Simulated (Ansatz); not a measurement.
Job for Ansatz (a program for electronic structure): R-CAM-B3LYP/def2-TZVPP on H2Sn (SMILES [SnH2]). Elements past Kr take the def2 small-core potentials; no spin–orbit coupling.

Ansatz 0.2 input:
```yaml
crystal:
  periodic: [false, false, false]
  atoms:
    - {symbol: Sn, position_ang: [-0.00000000, -0.00000000, -0.83525064]}
    - {symbol: H, position_ang: [1.26527363, 0.00000000, 0.41767532]}
    - {symbol: H, position_ang: [-1.26527363, 0.00000000, 0.41767532]}
basis:
  gaussian:
    orbitals: def2-TZVPP
hamiltonian:
  xc: {name: CAM-B3LYP}
scf: {lower_state_search: off}
```

Output:

```
WARN ansatz: RAYON_NUM_THREADS=1 ignored (pool sized by the plan → 1); use --threads N
Functional definition: CAM-B3LYP
these checks for a lower state are left out or cut short: stability, starts, cluster_reference, orbital_swaps, neighbouring_geometries, increment
integrals: 0.02 GiB planned
550 factors; their error is unknown
integrals: 0.05 GiB planned
129 factors; integrals over basis functions are off by at most 5.2e-5 eV
mean field: 0.19 GiB planned
mean field evaluation 1: about -5861.9903 eV, gradient 1.0e1 eV
mean field evaluation 2: about -5862.2910 eV, gradient 5.7e0 eV
mean field evaluation 4: about -5862.3662 eV, gradient 1.5e-1 eV
mean field evaluation 8: about -5862.4250 eV, gradient 3.6e-2 eV
mean field evaluation 16: about -5862.4250 eV, gradient 1.3e-6 eV
mean field -5862.42504098 eV, -215.4401465615 hartree, gradient 1.3e-6 eV, S^2 0.000000; 0 other end points of the search recorded, 0 dependent functions left out
reference -5862.42514312 eV, -215.4401503153 hartree; 12, 12 occupied and 66, 66 virtual orbitals, 550 factors
Total energy: -5862.42514312 eV, -215.4401503153 hartree
Checks for a lower state left out: stability, starts, cluster_reference, orbital_swaps, neighbouring_geometries, increment
```

The calculation finished and met its thresholds.

Cost: roughly 0.7 core-seconds.
